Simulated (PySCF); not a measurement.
# Gas-phase XPS of `CB(P)C(C)C`, computed

C4H12BP.
Bonds: C1–B2, B2–P3, B2–C4, C4–C5, C4–C6. Hydrogens: H7, H8, H9 on C1; H10, H11 on P3; H12 on C4; H13, H14, H15 on C5; H16, H17, H18 on C6.

Theory: PySCF, delta-SCF UKS SCAN, pcX-2 on the ionised atom, pcseg-1 elsewhere, spin-free X2C. Binding energies are ΔSCF values: E(core-ionised, relaxed orbitals) − E(ground state) at a fixed geometry, referred to the vacuum level.

**Question.** What binding energy does each computed site have?

**Answer.** 
```
atom(s)                  environment    level  binding energy (eV)  2p1/2 (eV)  above the level's lowest (eV)  count
     C1    sp3 carbon bound to boron     C 1s               290.04           –                          +0.10      1
     B2       three-coordinate boron     B 1s               195.21           –                           0.00      1
     P3  three-coordinate phosphorus  P 2p3/2               135.92      136.81                           0.00      1
     P3  three-coordinate phosphorus     P 1s              2149.45           –                           0.00      1
     C4    sp3 carbon bound to boron     C 1s               289.94           –                           0.00      1
  C5/C6                methyl carbon     C 1s               290.37           –                          +0.43      2
```

The listed C 1s values span 0.43 eV, from C4 (bonded to 2 C, H and B) to C5/C6 (bonded to C and 3 H). Summing the Pauling electronegativity differences to the bonded atoms, each weighted by its formal bond order, gives -0.86 for the lowest site and -1.05 for the highest; the largest sum, -0.86, belongs to C4, 0.43 eV below the top. The smallest sum, -1.56, belongs to C1, 0.10 eV above the lowest.

**Question.** Which effective nuclear charge Zeff reproduces each element's mean 1s value in the hydrogen-like formula E = 13.606 eV × Zeff²?

**Answer.** B (Z = 5): mean 195.2 eV, Zeff = 3.79, Z − Zeff = 1.21; C (Z = 6): mean 290.2 eV, Zeff = 4.62, Z − Zeff = 1.38; P (Z = 15): mean 2149.5 eV, Zeff = 12.57, Z − Zeff = 2.43. Means run over the listed sites, weighted by atom count.

**Question.** Which photon wavelength matches the C 1s of C4 threshold?

**Answer.** λ = hc/E = 12398.42 eV Å / 289.94 eV = 42.762 Å.

Topologically equivalent atoms share the value of their first member; where this conformer doesn't relate them by symmetry, their own values could differ. The 2p values aren't plain energy differences: one relaxed spin-free 2p hole is combined with a matrix within the shell (ground-state 2p orbital-energy differences and spin–orbit coupling). 2p3/2, the mean of its two sublevels, lies a third of the splitting below the shell's mean and 2p1/2 two thirds above it; the statistical areas are 2:1. 2p1/2 minus 2p3/2 (ligand field included): P 0.89 eV. Geometry: PBE0-D3(BJ)/def2-SVP, one conformer, isolated molecule.

Shape of the structure used: `[CH3:1][B:2]([PH2:3])[CH:4]([CH3:5])[CH3:6]`: C1–B2–C4–C5 147°, H–P3–B2–C1 46°, H–P3–B2–C1 147°.
